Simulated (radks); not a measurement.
The numbers below are computed, except where a source is named.
Excited configurations of Sn: one electron is placed in a higher orbital outside [Kr] 4d10 5s2 5p1. The ground configuration is [Kr] 4d10 5s2 5p2. Code: a radial shooting solver on a logarithmic mesh with Libxc functionals. Model: scalar-relativistic Kohn-Sham, PBE, spin-unpolarised, spherical densities, point nucleus. Excitation = E - E(ground); binding = E(ion) - E, where the ion is the core of charge +1; n* = 1/sqrt(2 binding) in atomic units, and the quantum defect is n - n*.

outer orbital  excitation (eV)  binding (eV)     n*  quantum defect  eigenvalue (eV)  <r> (bohr)
5d                       5.067         1.808  2.743           2.257           -0.684       8.622
5f                       6.238         0.637  4.622           0.378           -0.367       28.95
6p                       4.783         2.091  2.551           3.449           -1.150       9.441
6d                       5.735         1.140  3.455           2.545           -0.621       16.54
6f                       6.413         0.462  5.428           0.572           -0.287       43.34
7s                       5.351         1.523  2.989           4.011           -0.929       14.43
7p                       5.707         1.168  3.413           3.587           -0.700       18.06
7d                       6.136         0.739  4.292           2.708           -0.452       27.55

The Delta-SCF ionisation energy is 6.875 eV (NIST Atomic Spectra Database: 7.344 eV, measured). Self-interaction in the functional shifts the binding energies and quantum defects, so they are the method's values and not measured ones. Spin polarisation and multiplet splitting are left out, so open shells lie too high by an amount that depends on their filling. Spin-orbit splitting is averaged out at the scalar-relativistic level.

Beside tabulated values, note that spin-unpolarised runs miss the spin-polarisation part of the exchange energy of open shells.
